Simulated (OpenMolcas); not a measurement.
**Ti2+: moving the ligands**

Ti2+ with 4 ligands (fluoride) in tetrahedral coordination (Td) at 2.04 Å. A charge of +0.5 e stands 2.4 Å behind each ligand. Ligand basis ANO-RCC-VDZP.
```
Ti    0.0000    0.0000    0.0000
F     1.1778    1.1778    1.1778
F     1.1778   -1.1778   -1.1778
F    -1.1778    1.1778   -1.1778
F    -1.1778   -1.1778    1.1778
```

```yaml
Program: OpenMolcas 26.06
Method: "SS-CASPT2, IPEA 0.25 Eh, imaginary shift 0.1 Eh (closed shells correlated: 3s 3p and the ligand valence shells)"
Basis: ANO-RCC-VTZP [6s5p3d2f1g]
Scalar_Hamiltonian: DKH2, point nucleus
Active_space: 2 electrons in 5 orbitals (3d)
State_averaging: 2S+1 = 3 even, 10 roots; 2S+1 = 1 even, 15 roots
Spin-orbit_coupling: RASSI with atomic mean-field integrals over the reference wave functions
```

Runs around this geometry, states (labels of Td). Energies in cm-1 above the lowest state or level, χT in cm3 K/mol.

| R (Å) | Ground state | First state of that spin | First gap with spin-orbit (degeneracies) | χT at 300 K | First state of another spin |
| --- | --- | --- | --- | --- | --- |
| 1.94 | 3A2 | 3T2 4300 | 4270 (3, 1) | 1.023 | 1E 8600 |
| 2.04 | 3A2 | 3T2 3470 | 3430 (3, 1) | 1.031 | 1E 8570 |
| 2.16 | 3A2 | 3T2 2620 | 2580 (3, 1) | 1.045 | 1E 8480 |

Taking the first state of the same spin as R^-n, n = -ln(2620 / 4300) / ln(2.16 / 1.94) = 4.6 between the shortest and longest distance.

Roots that are degenerate in the reference are averaged as groups; the widest CASPT2 spread within a group is 750 cm-1 (the 3-fold group of multiplicity 1 near 11400 cm-1 above the lowest state of its run, R = 2.04). Shifts and gaps below about the spread of the groups concerned are not significant. Over all roots computed the reference weight is 0.74 to 0.78 in R = 1.94, 0.75 to 0.78 in R = 2.04, 0.75 to 0.78 in R = 2.16; a low but even weight reflects the number of correlated electrons. Ligand-to-metal charge-transfer states are missing. These CASPT2 states fit no ligand-field parameters well, so their order and spin gaps are uncertain. With no ligand orbital active B as a rule stays too high, so bands that hang on it stand too high and its fall with covalency is understated. With one d shell and no ligand orbital active, 10Dq can be off by tens of per cent for divalent 3d ions, low with halides held by bare charges and at times high in hosts. Free-ion shares, where given, are those of the reference states; single-state CASPT2 does not remix them (holds for R = 2.04; R = 2.16). No measured value stands beside these numbers; the geometry is a model, was not optimised and need not be the one that this ion takes.
